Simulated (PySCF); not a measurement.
**Bond length, frequency and bond energy of GeB by level of theory**

State: ⁴Σ⁻ (quartet), unpaired electrons σ ↑, π ↑↑. Set-up: PySCF, no relativity, basis sets Ge def2-TZVPP, B def2-TZVPP. De refers to Ge + B in their high-spin ground configurations, without counterpoise correction. The functionals are run spin-unrestricted. A positive dipole means Ge(−)B(+).

| Level | Re (Å) | ωe (cm⁻¹) | De (eV) | μ (D) | CPU s a point (SCF and correlation, without the integrals) |
| --- | --- | --- | --- | --- | --- |
| UHF | 1.944 | 715 | 2.02 | -0.22 | 0.83 |
| UHF-MP2 | 1.977 | 664 | 3.04 | n/a | 1.4 |
| UHF-SCS-MP2 | 1.981 | 648 | 2.65 | n/a | n/a |
| UHF-CCSD | 1.981 | 646 | 2.76 | n/a | n/a |
| UHF-CCSD(T) | 1.993 | 636 | 2.95 | n/a | 49 |
| PBE | 2.001 | 623 | 3.51 | -0.96 | 1.3 |
| r²SCAN | 1.978 | 658 | 3.50 | -0.57 | 1.9 |
| PBE0 | 1.977 | 656 | 3.28 | -0.78 | 2.3 |
| M06 | 1.981 | 647 | 3.15 | -1.10 | 2.6 |
| HSE06 | 1.978 | 656 | 3.29 | -0.80 | 2.3 |
| BHandHLYP | 1.969 | 663 | 2.75 | -0.69 | 1.5 |
| M06-2X | 1.979 | 659 | 3.14 | -0.63 | 2.7 |

(1) Which functional lies closest to UHF-CCSD(T) in De, which farthest, and by how much do they differ from it?

(2) What does a quarter of exact exchange do here, going from PBE to PBE0?

(3) What does the step from GGA to meta-GGA do here, going from PBE to r²SCAN?

Correlated steps freeze 10 core orbitals. Spin–orbit coupling is left out. The state is the lowest determinant that a PBE0 search found; another state may lie lower at other levels.

The whole job (state search and all levels along the bond) took about 11 min on 1 thread of Arm Neoverse V1 (shared host), peak memory 1.8 GiB.

## Answers

(1) Closest is M06-2X (-1.4 pm in Re, +3.6 % in ωe, +0.19 eV in De against UHF-CCSD(T) in the same basis), farthest PBE (+0.8 pm in Re, -2.0 % in ωe, +0.56 eV in De). CCSD(T) converges more slowly with the basis than the functionals do and binds too weakly in this one, so the order can change at the basis-set limit.

(2) PBE0 less PBE: -2.4 pm in Re, +5.3 % in ωe, -0.23 eV in De. Exact exchange removes part of the self-interaction that spreads semilocal densities, and in most molecules shortens and stiffens the bond and lowers De; so it does here.

(3) r²SCAN less PBE: -2.3 pm in Re, +5.6 % in ωe, -0.01 eV in De.
